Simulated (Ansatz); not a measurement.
Question: Name a neutral molecule of F, N, Si and H with HOMO–LUMO gap (ωB97M-V/def2-TZVPP) between 10.50 and 10.80 eV and size of the dipole moment (PBE/def2-TZVPP) between 1.50 and 1.80 D (Ansatz, PBE0-D4/def2-TZVP geometry).

Answer: `N[SiH2][SiH2]F` (10.71 eV, 1.53 D). Other molecules can fit too; these were computed, each in one conformer that needn't be the lowest.
